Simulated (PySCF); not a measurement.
# Electron correlation in Sn (tin, neutral)

[Kr] 4d10 5s2 5p2, high-spin 3P determinant. Calculation: PySCF 2.14, in aug-cc-pVQZ-PP with one added diffuse shell each of s, p, d, f, g type with ECP28MDF (8s8p6d4f3g, 117 functions); a scalar-relativistic core potential. Frozen: 4s2 4p6 4d10; 4 electrons correlated.

MP2 pair energies summed by pair of shells (mhartree):

```tsv
pair	energy	share (%)
5s-5p	-28.46	60.6
5s-5s	-14.14	30.1
5p-5p	-4.37	9.3
```

Total MP2 correlation energy: -46.97 mhartree.

Same-spin part -7.98 and opposite-spin part -38.98 mhartree; SCS-MP2 scales them by 1/3 and 6/5 to -49.44 mhartree.
